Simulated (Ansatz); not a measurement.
**Pulling the pair apart**

The pair of H2 (SMILES [H][H], atoms 1–2) and C2H6S (SMILES CSC, atoms 3–11), both closed shells, in one local arrangement (a lower one may exist), relaxed at PBE0-D4/def2-TZVP:

```
11
angstrom
H 0.9855 0.9902 -2.4821
H 0.3488 0.9023 -2.0969
C -0.3321 -1.4423 -0.0583
S -1.2368 0.0919 0.1629
C -0.0018 1.0321 1.0640
H 0.5767 -1.2828 -0.6426
H -0.9837 -2.1263 -0.6029
H -0.0774 -1.8913 0.9038
H 0.9035 1.1660 0.4678
H -0.4314 2.0120 1.2743
H 0.2484 0.5482 2.0101
```

C2H6S is shifted rigidly along the line between the mean atom positions of the two fragments (negative: closer). Counterpoise interaction energies in kJ/mol. Ansatz 0.2.0; basis: def2-TZVPPD; cores frozen in the correlated methods. B3LYP uses VWN-RPA correlation.

```json
{"shift (Å)": "-0.29", "PBE-D4": "-5.5", "B3LYP-D4": "-2.7", "MP2": "-1.9"}
{"shift (Å)": "-0.14", "PBE-D4": "-6.2", "B3LYP-D4": "-4.0", "MP2": "-3.2"}
{"shift (Å)": "0.00", "PBE-D4": "-6.3", "B3LYP-D4": "-4.4", "MP2": "-3.7"}
{"shift (Å)": "0.14", "PBE-D4": "-6.0", "B3LYP-D4": "-4.4", "MP2": "-3.8"}
{"shift (Å)": "0.35", "PBE-D4": "-5.4", "B3LYP-D4": "-3.9", "MP2": "-3.5"}
{"shift (Å)": "0.72", "PBE-D4": "-3.9", "B3LYP-D4": "-2.7", "MP2": "-2.6"}
{"shift (Å)": "1.44", "PBE-D4": "-1.8", "B3LYP-D4": "-1.2", "MP2": "-1.2"}
{"shift (Å)": "2.88", "PBE-D4": "-0.4", "B3LYP-D4": "-0.4", "MP2": "-0.3"}
```

(1) What does CCSD(T) give at these shifts? (Judge from chemistry; the value comes from the calculation.)

T1 diagnostic: at most 0.010.

Results:

(1) The calculation gives: -1.4, -2.9, -3.5, -3.7, -3.4, -2.6, -1.2, -0.3 kJ/mol. For zero shift, CCSD(T) at an estimated basis limit (MP2 extrapolated from triple and quadruple zeta, plus CCSD(T) − MP2 in triple zeta) gives -4.3 kJ/mol. These are counterpoise interaction energies, counted from the two frozen fragments.

For scale, one of the runs: CCSD(T)/def2-TZVPPD, 261 basis functions, launched by `ansatz run in.yaml --threads 4 --pin off --events-out ev --progress --plain --max-ram 9574MiB`. Hardware: 4 CPU threads of an Arm Neoverse V1, shared host. Wall time 110 s; peak host memory 6.1 GiB.
